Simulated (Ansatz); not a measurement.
Which method gave which barrier?

Saddle point of SiHClF4, singlet (SiF₄ ([F][Si]([F])([F])[F]) + HCl → SiClF₃ ([F][Si]([F])([F])[Cl]) + HF; bonds formed: Si1–Cl7, F2–H6; bonds broken: Si1–F2, H6–Cl7), PBE0-D4/def2-TZVP structure:

Si1  (-0.417, -0.301, -0.055)
F2  (1.229, -0.439, 0.586)
F3  (-0.141, -1.467, -1.074)
F4  (-1.691, 0.363, -0.734)
F5  (-1.020, -0.686, 1.345)
H6  (1.429, 0.750, 0.280)
Cl7  (0.610, 1.782, -0.348)
(Å)

Ansatz 0.2.0; basis: def2-TZVPP, with def2-QZVPP for the basis limit; cores frozen in the correlated methods. B3LYP uses VWN-RPA correlation. Extrapolation: Hartree–Fock as exp(−7.88 √X), correlation as X^−2.97. Four methods, as single points on the PBE0-D4 structures, gave these electronic barriers from the start structure: 161.4, 174.0, 195.1, 254.6 kJ/mol.

Problem. The methods were, in alphabetical order, B3LYP-D4, BHLYP-D4, BLYP-D4, HF. Which gave which? (Judge from chemistry; the calculation decides.)

Solution. The calculation gives: BLYP-D4 161.4; B3LYP-D4 174.0; BHLYP-D4 195.1; HF 254.6 kJ/mol. For comparison, CCSD(T) at an estimated basis limit (MP2 extrapolated from triple and quadruple zeta, plus CCSD(T) − MP2 in triple zeta) gives 179.6 kJ/mol.

The T1 diagnostic stays at or below 0.012.

Labels in which every atom is bracketed show which atoms are joined, not bond orders.

For scale, one of the runs: CCSD(T)/def2-TZVPP, 222 basis functions, launched by `ansatz run in.yaml --threads 8 --pin off --events-out ev --progress --plain --max-ram 19148MiB`. The run took 73 s on 8 CPU threads of an Arm Neoverse V2 (shared host), with 3.8 GiB of host memory at its peak.
